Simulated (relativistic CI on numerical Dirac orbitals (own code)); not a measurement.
## Pt32+: q coefficients and field-shift factors

Calculated at this level of theory: Dirac-Coulomb-Breit CI, orbitals from a KLI potential per configuration, derivatives by finite differences, unscaled Slater integrals, QED left out (own radial code, finite nucleus).

CI space (outside the closed core [Ar] 3d10): 4s2 4p6 4d10, 4s2 4p6 4d9 4f, 4s2 4p5 4d10 4f, 4s 4p6 4d10 4f, 4s2 4p6 4d9 5s, 4s2 4p6 4d9 5p. Double excitations out of closed p, d and f shells are left out; levels of such configurations are missing from the list, as are those of other unlisted configurations, and high levels can miss mixing partners.

With x = (α/α₀)² − 1 an excitation energy changes as ω = ω₀ + qx; K = 2q/ω₀ is the relative enhancement. Terms are leading LS components, so labels can repeat. The field-shift factor is F = δν/δ⟨r²⟩ for the transition from the lowest level.

Lowest level 4s2 4p6 4d10 1S_0.

```tsv
Level	ω₀ (cm⁻¹)	q (cm⁻¹)	F (GHz/fm²)
4s2 4p6 4d9 4f 3P°_0	1692070	885.4	27.4
4s2 4p6 4d9 4f 3P°_1	1713388	9479	27.9
4s2 4p6 4d9 4f 3D°_2	1752611	15760	28.4
4s2 4p6 4d9 4f 3H°_5	1753827	428.1	27.9
4s2 4p6 4d9 4f 3H°_6	1780719	39860	29.8
4s2 4p6 4d9 4f 3F°_3	1781318	3791	28
4s2 4p6 4d9 4f 3G°_4	1788404	3161	28.2
4s2 4p6 4d9 4f 1D°_2	1792144	34030	29.4
4s2 4p6 4d9 4f 3F°_4	1823233	42130	29.8
4s2 4p6 4d9 4f 3G°_5	1838942	41280	30.3
4s2 4p6 4d9 4f 3D°_3	1847034	41870	30.3
4s2 4p6 4d9 4f 3D°_1	1861694	92490	31.6
4s2 4p6 4d9 4f 3H°_4	1923796	171400	34
4s2 4p6 4d9 4f 1D°_2	1935543	182500	34.4
4s2 4p6 4d9 4f 3D°_2	1959974	203100	35.3
4s2 4p6 4d9 4f 1H°_5	1979799	214200	36.1
4s2 4p6 4d9 4f 3G°_3	1982695	182700	34.8
4s2 4p6 4d9 4f 1F°_3	2008138	206700	35.9
4s2 4p6 4d9 4f 3G°_4	2012256	216400	36.4
4s2 4p6 4d9 4f 1P°_1	2307306	121200	35.8
4s2 4p5 4d10 4f 3D_1	3488951	238100	51.1
4s2 4p6 4d9 5s 3D_3	3497780	-634800	1140
4s2 4p6 4d9 5s 1D_2	3506666	-627600	1130
```

At this charge energies of transitions that change n are usually good to better than 1 %, and those within a shell (Δn = 0) to a few per cent.

(1) Which transition from the lowest level has the largest |K|?

## Answers

(1) 4s2 4p6 4d9 5s 3D_3 at 3497780 cm⁻¹, K = -0.363.
